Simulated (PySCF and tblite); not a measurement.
The numbers below are computed, except where a source is named.
C8H14O, numbered as in [CH3:1][C:2](=[O:3])[CH:4]1[CH2:5][CH2:6][CH2:7][CH2:8][CH2:9]1.

Level: B3LYP-D3(BJ)/def2-SVPD (IEF-PCM, chloroform)//PBE0-D3(BJ)/def2-SVP, thermal terms from GFN2-xTB, symmetry numbers and mirror pairs counted. Conformers within 3 kcal/mol (GFN2-xTB free energy) were kept, 6 at most. Couplings: B3LYP/pcSseg-1 with pcJ-1 on H (gas phase; spin-dipole term only for pairs with B, N, F, Si or P). Couplings are for ¹H. Of two unlike H on one atom, a is the less shielded (WP04/pcSseg-1 (IEF-PCM, chloroform)). Codes: tblite and PySCF.

Torsions listed: O3–C2–C4–C5. The 6-ring runs over atoms 4–5–6–7–8–9. Of a mirror pair one member is shown.

| conformer | shape | weight % |
| --- | --- | --- |
| 1 | 6-ring chair (all substituents equatorial); -27° | 66.5 |
| 2 | 6-ring chair (all substituents equatorial); 95° | 25.8 |
| 3 | 6-ring chair (C2 axial); -134° | 7.7 |

Question: Give the couplings in each conformer and the averages at 298.15 K (pairs that fast motion interchanges averaged).

Answer: 
| coupling | pairs | 1 | 2 | 3 | average (Hz) |
| --- | --- | --- | --- | --- | --- |
| ²J(H1,H1) | 3 | -15.5 | -15.6 | -15.6 | -15.6 |
| ³J(H4,H5b) | 2 | 13.1 | 13.7 | 2.7 | 12.4 |
| ³J(H4,H5a) | 2 | 3.8 | 3.9 | 5.9 | 4.0 |
| ⁴J(H4,H6a) | 2 | -0.5 | -0.5 | -0.8 | -0.5 |
| ²J(H5b,H5a) | 2 | -15.2 | -14.1 | -15.0 | -14.9 |
| ³J(H5b,H6b) | 2 | 14.8 | 14.1 | 3.4 | 13.7 |
| ³J(H5b,H6a) | 2 | 4.2 | 4.2 | 4.1 | 4.2 |
| ⁴J(H5b,H7a) | 2 | -0.6 | -0.5 | -0.6 | -0.5 |
| ⁴J(H5b,H9a) | 2 | -0.5 | -0.6 | -0.2 | -0.5 |
| ³J(H5a,H6b) | 2 | 4.1 | 4.1 | 4.3 | 4.1 |
| ³J(H5a,H6a) | 2 | 3.5 | 3.4 | 14.8 | 4.3 |
| ⁴J(H5a,H7a) | 2 | 1.3 | 1.3 | 0.0 | 1.2 |
| ⁴J(H5a,H7b) | 2 | -0.6 | -0.6 | -0.6 | -0.6 |
| ⁴J(H5a,H9a) | 1 | 2.0 | 1.8 | 0.0 | 1.8 |
| ²J(H6b,H6a) | 2 | -14.9 | -15.0 | -15.2 | -14.9 |
| ³J(H6b,H7a) | 2 | 4.1 | 4.1 | 4.2 | 4.1 |
| ³J(H6b,H7b) | 2 | 14.2 | 14.3 | 3.2 | 13.4 |
| ⁴J(H6b,H8a) | 2 | -0.6 | -0.6 | -0.6 | -0.6 |
| ³J(H6a,H7a) | 2 | 3.3 | 3.3 | 14.5 | 4.1 |
| ³J(H6a,H7b) | 2 | 4.2 | 4.2 | 4.2 | 4.2 |
| ⁴J(H6a,H8a) | 1 | 1.2 | 1.2 | 0.0 | 1.1 |
| ²J(H7a,H7b) | 1 | -14.8 | -15.0 | -14.7 | -14.9 |
